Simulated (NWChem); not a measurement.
Everything below was run with NWChem. System: As, charge 0, spin multiplicity 4. Its SCF solution wasn't tested for a lower state. Level: ROCCSD(T)/def2-TZVP, 9 core orbitals frozen.

Job file:

```
start mol
memory heap 100 mb stack 700 mb global 1900 mb
geometry units angstroms nocenter noautoz
  As     0.000000     0.000000     0.000000
  symmetry group D2h
end
basis spherical
  * library def2-tzvp
end
scf
  rohf
  nopen 3
  maxiter 100
  thresh 1e-7
  semidirect memsize 60000000 filesize 0
  # guess.movecs holds the orbitals of an unrestricted PBE0 run
  vectors input guess.movecs output mol.movecs
end
tce
  freeze core 9
  ccsd(t)
  2eorb
  2emet 13
  thresh 1e-6
  maxiter 100
  tilesize 24
end
task tce energy
```

NWChem printed:

```
             Northwest Computational Chemistry Package (NWChem) 7.3.0
             --------------------------------------------------------

                                NWChem Input Module
                                -------------------

 Scaling coordinates for geometry "geometry" by  1.889725989
 (inverse scale =  0.529177249)

                             Geometry "geometry" -> ""
                             -------------------------

 Output coordinates in angstroms (scale by  1.889725989 to convert to a.u.)

  No.       Tag          Charge          X              Y              Z
 ---- ---------------- ---------- -------------- -------------- --------------
    1 As                  33.0000     0.00000000     0.00000000     0.00000000

 Effective nuclear repulsion energy (a.u.)       0.0000000000

            Nuclear Dipole moment (a.u.)
            ----------------------------
        X                 Y               Z
 ---------------- ---------------- ----------------
     0.0000000000     0.0000000000     0.0000000000

      Symmetry information
      --------------------

 Group name             D2h
 Group number             26
 Group order               8
 No. of unique centers     1

      Symmetry unique atoms

     1


 Summary of "ao basis" -> "" (spherical)
 ------------------------------------------------------------------------------
       Tag                 Description            Shells   Functions and Types
 ---------------- ------------------------------  ------  ---------------------
 *                         def2-tzvp                  on all atoms

 Summary of "ao basis" -> "ao basis" (spherical)
 ------------------------------------------------------------------------------
       Tag                 Description            Shells   Functions and Types
 ---------------- ------------------------------  ------  ---------------------
 As                        def2-tzvp                16       48   6s5p4d1f

                                 NWChem SCF Module
                                 -----------------

  ao basis        = "ao basis"
[...]
           Alpha electrons :    18
            Beta electrons :    15
           No. of orbitals :    96
            Alpha orbitals :    48
             Beta orbitals :    48
        Alpha frozen cores :     9
         Beta frozen cores :     9
     Alpha frozen virtuals :     0
      Beta frozen virtuals :     0
         Spin multiplicity : quartet
    Number of AO functions :    48
       Number of AO shells :    16
        Use of symmetry is : on
      Symmetry adaption is : on
         Schwarz screening : 0.10D-09

          Correlation Information
          -----------------------
          Calculation type : Coupled-cluster singles & doubles w/ perturbation
   Perturbative correction : (T)
            Max iterations :      100
        Residual threshold : 0.10D-05
     T(0) DIIS level shift : 0.00D+00
     L(0) DIIS level shift : 0.00D+00
     T(1) DIIS level shift : 0.00D+00
     L(1) DIIS level shift : 0.00D+00
     T(R) DIIS level shift : 0.00D+00
     T(I) DIIS level shift : 0.00D+00
   CC-T/L Amplitude update :  5-th order DIIS
                I/O scheme : Global Array Library
        L-threshold :  0.10D-05
        EOM-threshold :  0.10D-05
 no EOMCCSD initial starts read in
 TCE RESTART OPTIONS
 SLICE:      F
 D4D5:       F
 quantumc:   F
 qrotation:  F
 pwtce:      F
 qducc:      F
 nacto:                         0
 nrotv:                         0
 nrot:                          0

            Memory Information
            ------------------
          Available GA space size is     249032192 doubles
          Available MA space size is     104852572 doubles

 Maximum block size supplied by input
 Maximum block size        24 doubles

 tile_dim =      8

 -------------------------------------------------

 Global array virtual files algorithm will be used

 Parallel file system coherency ......... OK

 4-electron integrals stored in orbital form

 v2    file size   =            56677
 4-index algorithm nr.  13 is used
 imaxsize =       30
 imaxsize ichop =        0


CCSD iterations
 ---------------------------------------------------------
 Iter          Residuum       Correlation     Cpu    Wall
 ---------------------------------------------------------
    1   0.1157777475146  -0.2080223937615     1.9     1.9
    2   0.0172047035734  -0.1995865102686     1.7     1.7
    3   0.0043391462479  -0.2025306934201     1.7     1.7
    4   0.0011357756391  -0.2023717615579     1.8     1.8
    5   0.0003395646072  -0.2025049941337     2.3     2.3
    6   0.0000904694060  -0.2025073041216     2.2     2.2
    7   0.0000243800646  -0.2025109416535     2.2     2.2
    8   0.0000092539814  -0.2025099257391     2.2     2.2
    9   0.0000035726863  -0.2025100092468     1.5     1.5
   10   0.0000014848364  -0.2025100125281     1.2     1.2
   11   0.0000001847103  -0.2025100466092     1.4     1.4
 -----------------------------------------------------------------
 Iterations converged
 CCSD correlation energy / hartree =        -0.202510046609159
 CCSD total energy / hartree       =     -2234.395671026922173

 Singles contributions

 Doubles contributions
 CCSD(T)
 Using plain CCSD(T) code
             total no. of tasks        12060
 total no. of tasks / no. procs        12060
                         wl_min            1           1.0
                         wl_max        13824           4.9
        thresh for no. of tasks        12060

 CCSD[T]  correction energy / hartree =        -0.007150223916439
 CCSD[T] correlation energy / hartree =        -0.209660270525598
 CCSD[T] total energy / hartree       =     -2234.402821250838770
 CCSD(T)  correction energy / hartree =        -0.006694722169756
 CCSD(T) correlation energy / hartree =        -0.209204768778914
 CCSD(T) total energy / hartree       =     -2234.402365749092041

 Task  times  cpu:       28.0s     wall:       28.0s

 Total times  cpu:       28.0s     wall:       28.0s
```
